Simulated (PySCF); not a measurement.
C5H6F2.
Z-matrix (Å and degrees, PBE0-D3(BJ)/def2-SVP geometry), rows numbered from 1:
```
C 
C   1  1.3399
C   2  1.4631  1  126.80
C   3  1.3410  2  121.96  1  -175.49
C   3  1.5069  2  118.15  1     7.09
F   5  1.3491  3  111.55  2   179.79
F   5  1.3556  3  110.66  2   -60.70
H   1  1.0922  2  122.39  3     2.07
H   1  1.0924  2  120.56  3  -179.28
H   2  1.0957  1  118.70  3   179.92
H   4  1.0929  3  120.69  2     1.07
H   4  1.0909  3  121.19  2  -179.05
H   5  1.1056  3  111.46  2    58.99
```

The closed-shell ground state was solved at several levels (PySCF, density fitting, gas phase, non-relativistic).

| level | basis functions | total energy (Eh) | HOMO (eV) | LUMO (eV) | gap (eV) | dipole (D) |
| --- | --- | --- | --- | --- | --- | --- |
| B3LYP/pcJ-1 | 249 | -393.7987 | -6.99 | -1.47 | 5.52 | 2.03 |
| wB97X-D/pcSseg-2 | 336 | -393.8173 | -9.00 | 0.39 | 9.39 | 2.05 |
| wB97X-D/def2-SVPD | 194 | -393.3870 | -9.03 | 0.41 | 9.44 | 2.10 |

Problem. Estimate the row for PBE0/pcSseg-1, a basis of 149 functions; the other rows only guide the guess.

Solution. Total energy -393.3202 Eh, HOMO -7.23 eV, LUMO -1.28 eV, gap 5.95 eV, dipole 2.03 D.

Problem. Over all these levels, which gives the widest orbital gap and which the narrowest?

Solution. wB97X-D/def2-SVPD (range-separated hybrid) has the widest, 9.44 eV, and B3LYP/pcJ-1 (global hybrid, 20 % exact exchange) the narrowest, 5.52 eV. Functional and basis both differ between the two, so the spread mixes both effects.

Problem. How far do the dipole and the HOMO energy spread over the levels?

Solution. The dipole runs from 2.03 to 2.10 D (mean 2.05 D) and the HOMO from -9.03 to -6.99 eV.

One conformer stands for the species.

The pairwise dispersion term of wB97X-D wasn't added to the energies; at a given geometry it leaves orbitals and properties as they are.
